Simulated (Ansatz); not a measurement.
Calculated with Ansatz (gas phase, PBE0-D4/def2-TZVP geometries, no zero-point term in ΔE). CCSD(T)/CBS is the MP2 limit (def2-TZVPP, def2-QZVPP) plus CCSD(T) − MP2 in def2-TZVPP, frozen cores. This one scheme is used for every species. DFT in def2-TZVPP. HSE06 is defined as in plane-wave codes. Each species was taken in one conformer, which may not be the lowest.

`O[Si]S` + `[SiH3]N[SiH3]` → `[SiH3]N([SiH3])[Si]S` + H₂O  (ligand exchange at the Si–O bond)

```csv
level,ΔE (kcal/mol),difference from CCSD(T)/CBS
LDA (SPW92),6.2,0.1
HSE06-D4,6.1,0.0
ωB97M-V,8.4,2.3
revPBE,10.3,4.2
PBE0,8.8,2.7
MP2/def2-SVP,6.2,0.1
HF/def2-TZVPP,14.7,8.6
CCSD/def2-TZVPP,8.1,2.0
MP2/def2-QZVPP,5.4,-0.7
SCS-MP2/def2-QZVPP,7.3,1.2
CCSD(T)/CBS,6.1,0
```

What do rigid-rotor, harmonic-oscillator terms from PBE0-D4/def2-TZVP frequencies (298.15 K, 1 bar) make of the CCSD(T)/CBS value? (An estimate is asked.)

Ansatz gave: ΔZPE = -0.6 kcal/mol, ΔH = +6.2 kcal/mol, ΔS = -35 J/(mol·K), ΔG = +8.7 kcal/mol. Modes under 50 cm⁻¹ make the entropy rough.

Largest T1 diagnostic among the species: 0.015.

The D4 term adds −5.0 kcal/mol with B3LYP and −2.7 kcal/mol with PBE0; it sums over pairs of atoms, weighted by their polarisabilities, and B3LYP, whose exchange is more repulsive, gets the larger term. Leaving LDA and LC-ωPBE aside and taking each functional with its dispersion term where it has one, the values, not all of them listed here, spread over 5.6 kcal/mol, from revPBE-D4 to B2PLYP. LDA lies −2.7 kcal/mol from PBE without D4.

B3LYP here is the variant with VWN-RPA as its local correlation; programs differ in this.
